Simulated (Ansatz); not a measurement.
Born–Oppenheimer molecular dynamics of Cl2F3Ta (6 atoms, charge 0, multiplicity 1). It starts from a relaxed structure.

Level of theory: RKS PBE/def2-SVP (Ansatz 0.2.0).

| Item | Value |
| --- | --- |
| ensemble | NVT, Langevin thermostat |
| time step | 1 fs |
| steps asked | 150 |
| set temperature | 300 K |
| friction | 0.02 /fs |
| seed | 466492 |

First frame:

```xyz
6
Properties=species:S:1:pos:R:3
Ta -0.033 0.000 0.000
F 1.839 0.000 0.000
F 0.070 0.000 1.895
F 0.070 0.000 -1.895
Cl -1.243 1.953 0.000
Cl -1.243 -1.953 0.000
```

Q: What does the run give?

A: The run went to its last step.

```yaml
steps_done: 150
time_covered: 150 fs
mean_temperature_over_the_second_half: 319 K
spread_of_the_potential_energy_over_the_second_half: 5.2 meV per atom
mean_potential_energy_of_the_second_half_above_the_start: 20.2 meV per atom
```

A run of 0.15 ps of so small a system gives no equilibrium averages.

Q: What happens to the structure?

A: The same pairs are bonded in the first frame and the last. Pairs count as bonded within 1.25 times the sum of covalent radii (0.12 Å more for H–H). Another seed would give other details.

Q: How do temperature and energy run in time?

A: 
| time (fs) | T (K) | potential energy less start (eV) |
| --- | --- | --- |
| 0 | 250 | 0.000 |
| 5 | 252 | 0.018 |
| 10 | 198 | 0.052 |
| 15 | 140 | 0.100 |
| 20 | 98 | 0.121 |
| 25 | 150 | 0.103 |
| 30 | 278 | 0.081 |
| 35 | 364 | 0.083 |
| 40 | 311 | 0.104 |
| 45 | 268 | 0.144 |
| 50 | 193 | 0.186 |
| 55 | 152 | 0.190 |
| 60 | 222 | 0.152 |
| 65 | 344 | 0.105 |
| 70 | 301 | 0.090 |
| 75 | 293 | 0.086 |
| 80 | 287 | 0.079 |
| 85 | 307 | 0.078 |
| 90 | 394 | 0.136 |
| 95 | 298 | 0.197 |
| 100 | 371 | 0.173 |
| 105 | 438 | 0.120 |
| 110 | 360 | 0.113 |
| 115 | 186 | 0.119 |
| 120 | 238 | 0.117 |
| 125 | 350 | 0.098 |
| 130 | 356 | 0.095 |
| 135 | 273 | 0.123 |
| 140 | 275 | 0.150 |
| 145 | 383 | 0.127 |
| 150 | 336 | 0.114 |

Run time: 3.3 min on 2 threads of Intel(R) Xeon(R) 6975P-C (Granite Rapids), with other jobs on the host, peak memory 0.18 GiB.
